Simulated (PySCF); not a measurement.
PySCF job for C3H8As, SMILES [C](C)(C)[AsH2], multiplicity 2, IEF-PCM-ωB97X/def2-SVP. The structure is a stationary point at B3LYP-D3(BJ)/def2-SVP. The isomer is the one that the SMILES or the coordinates give; other isomers of the formula were not compared.

```python
import numpy as np
from pyscf import gto, scf, dft
from pyscf.solvent import pcm

mol = gto.M(
    atom='''
    C    -1.65304810    0.00990215    1.28425570
    C    -0.90215361   -0.14494905   -0.00000000
    C    -1.65304810    0.00990215   -1.28425570
    As    1.02628618    0.06957293    0.00000000
    H    -1.98771481    1.05629401    1.44833489
    H    -2.57083726   -0.60690569    1.27633207
    H    -1.05889894   -0.28131543    2.16479837
    H    -2.57083726   -0.60690569   -1.27633206
    H    -1.98771482    1.05629401   -1.44833489
    H    -1.05889894   -0.28131543   -2.16479836
    H     1.30847844   -0.94059202   -1.11798002
    H     1.30847844   -0.94059203    1.11798001
    ''',
    basis='def2-SVP',
    charge=0,
    spin=1,
    max_memory=1600,
    verbose=3,
)
mf = dft.UKS(mol, xc='wb97x').density_fit(auxbasis='def2-universal-jkfit')
mf.grids.level = 3
mf.conv_tol = 1e-9
mf.max_cycle = 100
mf.kernel()
fine, coarse = mf.grids, dft.Grids(mol).set(level=1).build(with_non0tab=True)
for _ in range(3):  # follow internal instabilities
    mf.grids = coarse
    mo, _, stable, _ = mf.stability(return_status=True, nroots=4)
    mf.grids = fine
    if stable:
        break
    mf.kernel(mf.make_rdm1(mo, mf.mo_occ))
res = {}
for name, eps in {'water': 78.355, 'methanol': 32.613, 'diethylether': 4.24}.items():
    s = mf.PCM()
    s.with_solvent.method, s.with_solvent.eps, s.with_solvent.lebedev_order = 'IEF-PCM', eps, 29
    s.kernel(mf.make_rdm1())
    res[name] = (s.e_tot, eps, s.dip_moment(), s.mo_energy, s.converged)
    print(f'{name}: electrostatic solvation free energy {(s.e_tot - mf.e_tot) * 627.509474:.3f} kcal/mol')
```

It prints:

```

WARN: HOMO -0.128975362273245 >= LUMO -0.128975362273242

converged SCF energy = -2354.58944801359  <S^2> = 0.75642095  2S+1 = 2.0064107
<class 'pyscf.df.df_jk.DFUKS'> wavefunction is stable in the internal stability analysis

WARN: PCM is an experimental feature. It is still in testing.
Features and APIs may be changed in the future.

converged SCF energy = -2354.5916452207  <S^2> = 0.75633012  2S+1 = 2.0063201
Dipole moment(X, Y, Z, Debye): -1.10914, -0.25011, -0.00000
water: electrostatic solvation free energy -1.379 kcal/mol

WARN: PCM is an experimental feature. It is still in testing.
Features and APIs may be changed in the future.

converged SCF energy = -2354.59157511221  <S^2> = 0.75633294  2S+1 = 2.0063229
Dipole moment(X, Y, Z, Debye): -1.10343, -0.24803, -0.00000
methanol: electrostatic solvation free energy -1.335 kcal/mol

WARN: PCM is an experimental feature. It is still in testing.
Features and APIs may be changed in the future.

converged SCF energy = -2354.59089708113  <S^2> = 0.75636048  2S+1 = 2.0063504
Dipole moment(X, Y, Z, Debye): -1.04430, -0.22581, -0.00000
diethylether: electrostatic solvation free energy -0.909 kcal/mol
```

The run converged.
